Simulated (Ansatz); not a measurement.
The same path of CH3NO2Si (8 atoms, charge 0, multiplicity 1) was run twice with different band settings. The coordinate that changes most is the dihedral H6–O1–C2–N3.

Theory: RKS PBE-D4/def2-SVP in Ansatz.

Relaxed end points:

```xyz
8
Properties=species:S:1:pos:R:3
O -0.793 0.964 1.813
C -0.242 0.220 0.858
N 1.002 -0.167 0.732
Si -0.007 -0.737 -0.639
O 0.156 -0.146 -2.188
H -0.062 1.183 2.443
H -0.368 -2.167 -0.811
H 0.405 0.793 -2.263
```

```xyz
8
Properties=species:S:1:pos:R:3
O -0.123 0.967 2.026
C 0.132 0.197 0.956
N 1.282 -0.311 0.612
Si 0.007 -0.713 -0.588
O 0.008 -0.079 -2.130
H -1.080 1.162 2.022
H -0.535 -2.088 -0.735
H 0.401 0.808 -2.219
```

Common settings: spring 5.0 eV/Å²; optimiser quadratic models (default); start path through a guess of the saddle point; force threshold 0.05 eV/Å; iteration limit 60; end points relaxed.

| run | movable images | climbing image |
| --- | --- | --- |
| 1 | 7 | yes |
| 2 | 6 | no |

Q: What does each run give, and how far can it be trusted?

A: Run 1: converged after 9 iterations, highest image 0.491 eV above the first end. A vibrational analysis at the climbing image gives one clearly imaginary mode, 576i cm⁻¹: a first-order saddle point.
Run 2: converged after 8 iterations, highest image 0.459 eV above the first end. No image climbed, so the highest image needn't sit at the top of the path.
